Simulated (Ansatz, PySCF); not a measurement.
This Ansatz (an electronic-structure program) input computes a SVWN5/def2-TZVPD energy:

Ansatz 0.2 input:
```yaml
crystal:
  periodic: [false, false, false]
  atoms:
    - {symbol: B, position_ang: [-0.54884393, 0.17899615, -0.12326771]}
    - {symbol: O, position_ang: [0.64554909, -0.21053489, 0.14498722]}
    - {symbol: H, position_ang: [-1.40374059, -0.51822297, -0.73511861]}
    - {symbol: H, position_ang: [-1.01643245, 1.30752138, 0.19155939]}
basis:
  gaussian:
    orbitals: def2-TZVPD
hamiltonian:
  xc: {name: SVWN5}
total_charge: -1
output: {forces: true}
```

**Question.** Write an input for the same energy in PySCF and say what it gives.

**Answer.** 
```python
from pyscf import gto, scf, dft

mol = gto.M(
    atom='''
    B    -0.54884393    0.17899615   -0.12326771
    O     0.64554909   -0.21053489    0.14498722
    H    -1.40374059   -0.51822297   -0.73511861
    H    -1.01643245    1.30752138    0.19155939
    ''',
    basis='def2-tzvpd',
    charge=-1,
    spin=0,
    verbose=4,
)

mf = dft.RKS(mol, xc='svwn').density_fit(auxbasis='def2-universal-jkfit')
mf.grids.level = 3
mf.conv_tol = 1e-9
mf.max_cycle = 100
mf.max_memory = 1500
mf.kernel()
if not mf.converged:
    mf = mf.newton()
    mf.kernel(mf.make_rdm1())
mf.analyze()
```
It gives -100.53140 Eh, and Ansatz -100.53138 Eh, a difference of 0.02 mEh, from the treatment of integrals and grids.

It need not be the lowest isomer of its formula. Whether it binds its extra electron was not tested at this geometry.
